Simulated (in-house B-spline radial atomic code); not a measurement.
Inner levels of arsenic as electrons are removed. A shift is the extra binding of the orbital against the neutral atom ([Ar] 3d10 4s2 4p3). The density at the nucleus is averaged over the nuclear charge. Computed with an all-electron radial atomic-structure program (B-spline basis): Dirac-Hartree-Fock, average of the configuration, finite nuclei.

| ion | configuration | shift of 2p1/2 (eV) | shift of 2s1/2 (eV) | shift of 2p3/2 (eV) | radius of 2p1/2 (bohr) | radius of 2s1/2 (bohr) | radius of 2p3/2 (bohr) | Σ<r²> (bohr²) | change of density at nucleus (bohr⁻³) |
| --- | --- | --- | --- | --- | --- | --- | --- | --- | --- |
| As | [Ar] 3d10 4s2 4p3 | 0 | 0 | 0 | 0.17464 | 0.20178 | 0.17828 | 41.644 | - |
| As+ | [Ar] 3d10 4s2 4p2 | 9.7988 | 9.8095 | 9.7986 | 0.17464 | 0.20178 | 0.17828 | 30.357 | 3.5553 |
| As2+ | [Ar] 3d10 4s2 4p1 | 21.417 | 21.434 | 21.415 | 0.17464 | 0.20177 | 0.17828 | 22.499 | 7.9734 |
| As3+ | [Ar] 3d10 4s2 | 34.578 | 34.597 | 34.573 | 0.17464 | 0.20176 | 0.17827 | 16.503 | 13.085 |
| As4+ | [Ar] 3d10 4s1 | 50.491 | 50.37 | 50.483 | 0.17463 | 0.20177 | 0.17827 | 12.512 | -9.4043 |
| As5+ | [Ar] 3d10 | 67.57 | 67.274 | 67.557 | 0.17462 | 0.20178 | 0.17826 | 9.1158 | -37.645 |
| As6+ | [Ar] 3d9 | 101.33 | 101.12 | 101.32 | 0.17458 | 0.20175 | 0.17821 | 8.0817 | -27.772 |
| As7+ | [Ar] 3d8 | 137.85 | 137.72 | 137.85 | 0.17452 | 0.20169 | 0.17814 | 7.1959 | -16.181 |
| As8+ | [Ar] 3d7 | 177.03 | 176.96 | 177.03 | 0.17443 | 0.20162 | 0.17805 | 6.4246 | -2.9161 |
| As9+ | [Ar] 3d6 | 218.78 | 218.75 | 218.78 | 0.17433 | 0.20152 | 0.17794 | 5.7448 | 11.986 |
| As10+ | [Ar] 3d5 | 263.05 | 263.03 | 263.03 | 0.1742 | 0.2014 | 0.1778 | 5.1399 | 28.5 |
| As11+ | [Ar] 3d4 | 309.76 | 309.72 | 309.73 | 0.17404 | 0.20126 | 0.17763 | 4.5975 | 46.603 |
| As12+ | [Ar] 3d3 | 358.88 | 358.79 | 358.82 | 0.17386 | 0.20109 | 0.17743 | 4.1081 | 66.284 |
| As13+ | [Ar] 3d2 | 410.36 | 410.17 | 410.26 | 0.17365 | 0.2009 | 0.17721 | 3.6643 | 87.537 |
| As14+ | [Ar] 3d1 | 464.17 | 463.82 | 464.02 | 0.17342 | 0.20067 | 0.17695 | 3.26 | 110.35 |
| As15+ | [Ne] 3s2 3p6 | 520.26 | 519.71 | 520.06 | 0.17315 | 0.20042 | 0.17667 | 2.8903 | 134.73 |
| As16+ | [Ne] 3s2 3p5 | 575.4 | 574.22 | 575.08 | 0.17314 | 0.20011 | 0.17666 | 2.5102 | 164.07 |
| As17+ | [Ne] 3s2 3p4 | 631.99 | 630.12 | 631.54 | 0.17285 | 0.19977 | 0.17636 | 2.1503 | 194.61 |
| As18+ | [Ne] 3s2 3p3 | 690.02 | 687.39 | 689.42 | 0.17254 | 0.19942 | 0.17603 | 1.8091 | 226.36 |
| As19+ | [Ne] 3s2 3p2 | 749.48 | 746.02 | 748.73 | 0.17221 | 0.19905 | 0.17568 | 1.4852 | 259.32 |
| As20+ | [Ne] 3s2 3p1 | 810.36 | 806 | 809.44 | 0.17187 | 0.19865 | 0.17532 | 1.1776 | 293.5 |
| As21+ | [Ne] 3s2 | 872.65 | 867.33 | 871.55 | 0.1715 | 0.19825 | 0.17493 | 0.88514 | 328.91 |
| As22+ | [Ne] 3s1 | 934.32 | 926.26 | 933.07 | 0.17117 | 0.19825 | 0.17458 | 0.59488 | -19.445 |
| As23+ | [He] 2s2 2p6 | 997.15 | 986.23 | 995.74 | 0.17082 | 0.19803 | 0.17422 | 0.31644 | -386.61 |
